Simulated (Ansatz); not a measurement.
Reaction (atomization): `[CH3][Ag-][P+](F)(F)F` → Ag• + C• + 3 F• + 3 H• + P•

Computed with Ansatz on PBE0-D4/def2-TZVP structures; ΔE is electronic, products minus reactants. CCSD(T)/CBS adds triple-zeta CCSD(T) − MP2 to the extrapolated MP2 energy (def2 sets, frozen cores). This one scheme is used for every species, atoms too. For atomizations the MP2-based limit and the directly extrapolated one differ by several kJ/mol either way, and by 10 to 25 for some Ge, Se and Sn compounds, so smaller differences from it don't rank the levels. DFT in def2-TZVPP. No spin–orbit coupling; open shells (•) take unrestricted orbitals. Spin–orbit coupling would lower the free atoms: a little for C, F. def2 core potentials past Kr. Bonds to Ag are less sure, by a few kJ/mol each and by 10 to 20 or more in all where they break to atoms, as the def2 sets lack core-valence functions. One conformer a species, not always the lowest.

```tsv
species	r2SCAN0-D4 energy (Eh)
`[CH3][Ag-][P+](F)(F)F`	-827.85316
Ag•	-146.97967
C•	-37.83406
F•	-99.72093
H•	-0.49987
P•	-341.23715
```

Work out ΔE.

ΔE = 3 × (-99.72093) + 3 × (-0.49987) + (-146.97967) + (-37.83406) + (-341.23715) − (-827.85316) = 1.13988 Eh = +2992.8 kJ/mol. CCSD(T)/CBS gives +3082.4 kJ/mol.

Largest T1 diagnostic among the species: 0.015.

Leaving LDA and LC-ωPBE aside and taking each functional with its dispersion term where it has one, the values, not all of them listed here, spread over 267.4 kJ/mol, from BHLYP-D4 to PBE-D4. LDA lies +520.8 kJ/mol from PBE without D4, its usual overbinding. At CCSD(T), def2-SVP lies −317.5 kJ/mol from the extrapolated value and def2-TZVPP −111.4 kJ/mol: correlation converges slowly with the basis, and small sets miss more of it in the bonded molecule than in its fragments.
